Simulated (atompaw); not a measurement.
# Reading a pseudo-wave (rubidium (Rb))

Columns: radius, all-electron u(r) and pseudo u(r) of the 5s shell (level -2.42 eV) of rubidium in the configuration [Ar] 3d10 4s2 4p6 5s0.75 5p0.25; PBE, scalar-relativistic, PAW (atompaw) scheme, atompaw 4.2.0.5.

```json
{"r (bohr)": "0.115", "all-electron": "-0.0748", "pseudo": "0.0053"}
{"r (bohr)": "0.231", "all-electron": "0.0270", "pseudo": "0.0108"}
{"r (bohr)": "0.346", "all-electron": "0.1139", "pseudo": "0.0164"}
{"r (bohr)": "0.462", "all-electron": "0.0955", "pseudo": "0.0222"}
{"r (bohr)": "0.577", "all-electron": "0.0204", "pseudo": "0.0284"}
{"r (bohr)": "0.692", "all-electron": "-0.0643", "pseudo": "0.0349"}
{"r (bohr)": "0.808", "all-electron": "-0.1343", "pseudo": "0.0420"}
{"r (bohr)": "0.923", "all-electron": "-0.1798", "pseudo": "0.0496"}
{"r (bohr)": "1.038", "all-electron": "-0.2009", "pseudo": "0.0579"}
{"r (bohr)": "1.154", "all-electron": "-0.2007", "pseudo": "0.0671"}
{"r (bohr)": "1.269", "all-electron": "-0.1834", "pseudo": "0.0772"}
{"r (bohr)": "1.385", "all-electron": "-0.1532", "pseudo": "0.0884"}
{"r (bohr)": "1.500", "all-electron": "-0.1145", "pseudo": "0.1007"}
{"r (bohr)": "1.615", "all-electron": "-0.0703", "pseudo": "0.1143"}
{"r (bohr)": "1.731", "all-electron": "-0.0230", "pseudo": "0.1295"}
{"r (bohr)": "1.846", "all-electron": "0.0248", "pseudo": "0.1461"}
{"r (bohr)": "1.962", "all-electron": "0.0723", "pseudo": "0.1646"}
{"r (bohr)": "2.077", "all-electron": "0.1177", "pseudo": "0.1846"}
{"r (bohr)": "2.192", "all-electron": "0.1606", "pseudo": "0.2064"}
{"r (bohr)": "2.308", "all-electron": "0.2012", "pseudo": "0.2299"}
{"r (bohr)": "2.423", "all-electron": "0.2383", "pseudo": "0.2546"}
{"r (bohr)": "2.538", "all-electron": "0.2722", "pseudo": "0.2802"}
{"r (bohr)": "2.654", "all-electron": "0.3032", "pseudo": "0.3063"}
{"r (bohr)": "2.769", "all-electron": "0.3308", "pseudo": "0.3316"}
{"r (bohr)": "2.885", "all-electron": "0.3557", "pseudo": "0.3558"}
{"r (bohr)": "3.000", "all-electron": "0.3775", "pseudo": "0.3775"}
```

(1) How many radial nodes do the two functions have?

(2) Is the pseudo-wave norm-conserving?

Answers

(1) The all-electron 5s function has n − l − 1 = 4 (the table is too coarse to show those close to the nucleus); the pseudo-wave has 0, since the states of the same l below it are removed with the core.

(2) No, it belongs to a PAW set: the norm inside the radius is not constrained, and the difference is carried by the augmentation charge.
